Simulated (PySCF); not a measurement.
# Pr: excitation energy

Pr [Xe] 4f3 6s2 (high-spin determinant) → Pr [Xe] 4f3 6s1 6p1 (high-spin determinant), as a difference of total energies. Computed with PySCF 2.14 in x2c-TZVPPall (11s7p7d4f2g, 113 functions), with the spin-free X2C one-electron Hamiltonian (Gaussian nucleus). Correlated levels: valence: [Kr] 4d10 frozen; valence and next inner shell: [Ar] 3d10 frozen. The calculations carry no spin-orbit coupling.

```tsv
method	excitation energy (eV)
UHF	0.884
LDA	1.820
PBE	1.640
PBE0	1.532
r2SCAN	1.305
MP2 (valence)	1.745
SCS-MP2 (valence)	1.807
MP2 (valence and next inner shell)	1.782
SCS-MP2 (valence and next inner shell)	1.828
```

Task: How much does correlation contribute at MP2 (valence and next inner shell)?

Result: 1.782 − (0.884) = 0.898 eV, measured against UHF.

A first-order spin-orbit estimate (lowest level to lowest level, LS coupling) adds -0.053 eV.

The basis was made for the ground configuration and has no added diffuse functions, so the excitation energy can come out too high.

The determinant of the upper state and of the lower state mixes LS terms, which raises its energy above the lowest term, most at the Hartree-Fock and MP2 levels.
